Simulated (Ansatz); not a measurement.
Cost and result for the atomization energy of `CC(C)CC(=O)CC(C)C` (28 atoms, 27 bonds).

Cartesian coordinates in Å:
```
C 0.872 3.106 0.453
C 1.017 2.081 -0.662
C 2.431 2.080 -1.223
C 0.634 0.690 -0.180
C -0.838 0.504 0.117
O -1.673 1.267 -0.305
C -1.217 -0.696 0.950
C -0.787 -2.039 0.353
C -1.416 -2.256 -1.016
C -1.143 -3.172 1.303
H 1.128 4.107 0.099
H 1.543 2.869 1.286
H -0.151 3.139 0.833
H 0.319 2.350 -1.461
H 2.708 3.072 -1.589
H 2.534 1.376 -2.052
H 3.158 1.798 -0.454
H 0.889 -0.056 -0.945
H 1.220 0.406 0.703
H -0.753 -0.578 1.937
H -2.302 -0.676 1.084
H 0.304 -2.029 0.236
H -1.153 -1.463 -1.720
H -2.507 -2.273 -0.938
H -1.096 -3.207 -1.447
H -2.225 -3.217 1.462
H -0.667 -3.042 2.278
H -0.827 -4.137 0.900
```

Total charge 0; spin multiplicity 1. Geometry: relaxed with PBE0-D4/def2-TZVP. It is one conformer, not always the lowest. Program: Ansatz. All runs use 4 threads of an AMD EPYC 7R13 on a shared host and a share of an NVIDIA H100 80 GB. Times are those of one run each, without the atoms' runs, and a repeat can differ threefold. Electronic energies, without spin–orbit coupling; frozen cores. CCSD(T)/CBS adds CCSD(T) − MP2 in def2-TZVPP to the MP2 limit, and its time is that of the two runs behind it. T1 = 0.011. B3LYP takes the VWN-RPA correlation (the form of Gaussian; ORCA's B3LYP/G).

CCSD(T)/CBS is a level of theory with its own doubt, some kJ/mol a heavy atom from the limit and from the frozen cores, so smaller differences don't rank the functionals.

```csv
level,functions,wall time,atomization (kJ/mol),difference from CCSD(T)/CBS,per bond
LDA (SPW92)/def2-TZVPP,562,3.7 s,13088.7,1597.0,59.2
revPBE-D4/def2-TZVPP,562,3.7 s,11490.5,-1.2,0.0
BLYP-D4/def2-TZVPP,562,4.4 s,11448.8,-42.9,-1.6
r2SCAN-D4/def2-TZVPP (with forces),562,4.5 s,11529.3,37.6,1.4
CCSD(T)/def2-SVP,230,5.5 s,11092.3,-399.4,-14.8
BHLYP-D4/def2-TZVPP,562,5.5 s,11224.1,-267.6,-9.9
ωB97X-V/def2-TZVPP,562,5.5 s,11514.2,22.5,0.8
PBE0-D4/def2-TZVPP,562,6 s,11587.0,95.3,3.5
B97M-V/def2-TZVPP,562,7.5 s,11516.8,25.1,0.9
B3LYP-D4/def2-TZVPP (with forces),562,9.5 s,11499.4,7.7,0.3
MP2/def2-QZVPP,1110,22 s,11535.8,44.1,1.6
CCSD(T)/def2-TZVPP,562,3 min,11251.9,-239.8,-8.9
CCSD(T)/CBS(def2),–,3.4 min,11491.7,0.0,0.0
```

From r2SCAN to r2SCAN0 (25 % exact exchange), in def2-TZVPP and without D4, the atomization energy moves by −118.7 kJ/mol: exact exchange takes away binding that semilocal exchange gives to molecules. At CCSD(T), def2-SVP lies −399.3 kJ/mol from the extrapolated value and def2-TZVPP −239.8 kJ/mol: correlation converges slowly with the basis, and small sets miss more of it in the bonded molecule than in its fragments. The D4 term adds +102.2 kJ/mol with B3LYP and +55.6 kJ/mol with PBE0; it sums over pairs of atoms, weighted by their polarisabilities, and B3LYP, whose exchange is more repulsive, gets the larger term.
